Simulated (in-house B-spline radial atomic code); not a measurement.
A run on an ion of nuclear charge 59 with 59.6 electrons that did not converge. Method: scalar-relativistic (X2C) wB97X, spin-polarised, spherical fractional occupations, Fermi nucleus of rms radius 4.8919 fm; computed with an all-electron radial atomic-structure program (B-spline basis).

Command:
```bash
python run_scf.py task.json out
```
Settings (nuclear radius in fm, mass in u):
```
Z                59
configuration    [Xe] 4f3.6 6s2
hamiltonian      x2c
method           wb97x
spin_polarised   True
nucleus          fermi
rms_radius       4.8919
atomic_mass      140.90766
speed_of_light   137.035999084
```

First and last ten iterations of the last attempt (damped for 15 steps, keeping 80 % of the old Fock matrix, then DIIS):
```
 iter        energy (Eh)    residual
    1       -9226.876080    4.86e-01
    2       -9225.900629    5.48e-01
    3       -9231.440593    3.46e-01
    4       -9234.200771    2.08e-01
    5       -9235.520816    1.25e-01
    6       -9236.127550    8.00e-02
    7       -9236.396819    5.07e-02
    8       -9236.514678    2.97e-02
    9       -9233.296862    1.54e-01
   10       -9236.121298    7.95e-02
  111       -9236.638549    9.44e-04
  112       -9236.638540    9.47e-04
  113       -9236.638569    1.07e-03
  114       -9236.638458    1.09e-03
  115       -9236.638555    1.18e-03
  116       -9236.638992    1.02e-03
  117       -9236.638908    1.11e-03
  118       -9236.638996    6.10e-04
  119       -9236.639001    1.17e-03
  120       -9236.639070    9.64e-04
 not converged after 120 iterations
```

The smallest residual met was 5.1e-04; the threshold is about 6e-07. No energy from this run should be used. Run time, properties included: 43 s on 1 thread of Arm Neoverse N1 (shared host).
